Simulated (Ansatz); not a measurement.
Geometry optimisation, UKS PBE-D4/def2-SVP (Ansatz).

Input file:

```yaml
crystal:
  periodic: [false, false, false]
  atoms:
    - { symbol: W, position_ang: [0.506921, -0.031251, 0.612859] }
    - { symbol: H, position_ang: [-1.030795, -0.850008, 0.854977] }
    - { symbol: F, position_ang: [2.361432, 0.229375, 0.337618] }
    - { symbol: H, position_ang: [-0.352897, 1.389863, 0.272571] }
    - { symbol: H, position_ang: [-1.36064, -0.080382, 0.619054] }
    - { symbol: H, position_ang: [0.265505, -1.514406, -0.198621] }
    - { symbol: H, position_ang: [-0.354601, -0.021033, -0.865291] }
    - { symbol: O, position_ang: [0.199602, -0.002483, 2.497856] }
    - { symbol: H, position_ang: [-0.618927, 0.079224, 3.016078] }
magnetization:
  spin_polarized: true
  initial_magnetization: 1
basis:
  gaussian: { orbitals: def2-SVP }
hamiltonian:
  xc: pbe
  dispersion: d4
relax:
  f_tol: 0.03
  max_steps: 50
output:
  orbitals: {}
```

Command:

```bash
$ ansatz run input.yaml --threads 2 --pin off --max-ram 3072MiB --backend cpu --events-out ev --progress --plain --runs-dir out
```

Question: Where does it end, and by what steps?

Answer: The run converged. After 12 steps the energy has fallen by 0.138 eV; H9 moved furthest, 0.34 Å.

```csv
step,energy less start (eV),largest force component (eV/Å),accepted
0,0.0000,1.187,yes
1,-0.0992,0.470,yes
2,-0.1179,0.274,yes
3,-0.1245,0.202,yes
4,-0.1265,0.068,yes
5,-0.1279,0.047,yes
6,-0.1225,0.518,no
7,-0.1318,0.051,yes
8,-0.1339,0.286,yes
9,-0.1335,0.302,no
10,-0.1368,0.095,yes
11,-0.1334,0.215,no
12,-0.1377,0.022,yes
```

```xyz
9
Properties=species:S:1:pos:R:3
W 0.535 -0.087 0.617
H -1.185 -0.990 0.697
F 2.373 0.203 0.369
H -0.453 1.288 0.503
H -1.404 -0.183 0.597
H 0.278 -1.530 -0.273
H -0.260 0.110 -0.886
O 0.229 -0.010 2.509
H -0.497 0.398 3.014
```

Whether the end is a true minimum wasn't checked by a vibrational analysis.

Time of the run: 40 s on 2 threads of Arm Neoverse V1, on a shared host, peak memory 0.16 GiB.
